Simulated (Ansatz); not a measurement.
```xyz
2

Mg    0.0000    0.0000   -0.7550
O     0.0000    0.0000    1.1325
```

Basis set: 6-31G* (spherical functions). Left uncorrelated: 2 orbitals. Charge 0, multiplicity 1.

Computed with Ansatz (development build ahead of 0.2.0); each method stands on the lowest determinant of its kind that the runs found. Restricted open shells among the atoms or ions are ROHF, correlated in semicanonical orbitals with singles.

The atomization energy at this shape (free ground-state atoms in the same class of orbitals less the molecule, no zero-point energy) of singlet MgO:

```
method  atomization energy
   RHF            -1.55 eV
```

Question: What does RHF-MP2 give?

Answer: 2.17 eV. Caution: in another basis set an unrestricted determinant lies well below; the shape is not the minimum. Caution for RHF: the molecule lies well above its atoms at this level.
